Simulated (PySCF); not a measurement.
Ionisation energy of Te(21+) by level of theory

Te(21+) [Ar] 3d10 4s2 4p1 [4p1/2^1, M_J = 1/2] → Te(22+) [Ar] 3d10 4s2, as a difference of total energies. All numbers are calculated (PySCF 2.14, the two-component X2C-1e Hamiltonian, in an uncontracted even-tempered set (17 s from 1.4 bohr⁻², ratio 2.8; 13 p from 1.8 bohr⁻², ratio 2.8; 8 d from 3.2 bohr⁻², ratio 2.8; 4 f from 8.9 bohr⁻², ratio 3)). Correlated levels: [Ne] frozen; the 74 highest virtual spinors dropped. "Screened" scales the spin-orbit matrix elements by Boettger's factors to mimic the two-electron term; Breit and QED terms are absent.

| method | ionisation energy (eV) |
| --- | --- |
| GHF (spin-free) | 621.06 |
| GMP2 (spin-free) | 621.78 |
| GHF (screened spin-orbit) | 630.97 |
| GMP2 (screened spin-orbit) | 631.71 |

Question: How much does correlation contribute at GMP2 (screened spin-orbit)?

Answer: 631.71 − (630.97) = 0.74 eV, measured against GHF (screened spin-orbit).

Breit and QED terms and the two-electron picture change are absent.

The spin-free rows lack the spin-orbit shift.

For comparison: 633 ± 4 eV (theoretical estimate listed by NIST; NIST Atomic Spectra Database, ionization energies).
